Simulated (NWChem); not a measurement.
System: C₂H₅BN₂O; SMILES N#CCB(N)O

```xyz
11

N     -0.2729     2.6310     0.0011
C      0.3176     1.6303     0.0000
C      0.9853     0.3339    -0.0013
B     -0.0415    -0.9116    -0.0002
N     -1.4251    -0.7028    -0.0006
O      0.4371    -2.2033     0.0010
H      1.6407     0.2747    -0.8817
H      1.6437     0.2742     0.8768
H     -1.8437     0.2164    -0.0010
H     -2.0839    -1.4689     0.0001
H      1.4017    -2.2522     0.0010
```
Atoms are numbered in this order, from 1.

Level: B3LYP/6-31G* (spherical d) (NWChem), optimised geometry, unscaled harmonic frequencies. 

Q: List the harmonic frequencies with IR intensities, and the thermochemistry.

A: 
| frequency (cm⁻¹) | IR intensity (km/mol) |
|---|---|
| 60 | 6.5 |
| 136 | 8.2 |
| 336 | 3.1 |
| 366 | 0.2 |
| 389 | 8.2 |
| 423 | 2.1 |
| 446 | 13.9 |
| 481 | 328.3 |
| 534 | 1.1 |
| 629 | 0.6 |
| 763 | 2.7 |
| 868 | 18.9 |
| 920 | 10.4 |
| 971 | 0.7 |
| 1022 | 117.9 |
| 1212 | 0.6 |
| 1225 | 78.0 |
| 1334 | 299.7 |
| 1456 | 120.6 |
| 1479 | 6.4 |
| 1667 | 196.4 |
| 2356 | 20.7 |
| 3036 | 7.0 |
| 3072 | 3.0 |
| 3598 | 36.0 |
| 3695 | 34.5 |
| 3809 | 48.7 |

```
Property                                                                            Value
-----------------------------------------------------------------------  ----------------
zero-point energy                                                           51.8 kcal/mol
thermal correction to the enthalpy at 298.15 K (with zero-point energy)     56.7 kcal/mol
heat capacity Cv                                                         23.9 cal/(mol K)
entropy at 298.15 K and 1 atm (symmetry number 1)                        80.8 cal/(mol K)
dipole moment                                                                      3.40 D
```

Rigid rotor and harmonic oscillator; modes under 100 cm⁻¹ make the entropy uncertain.
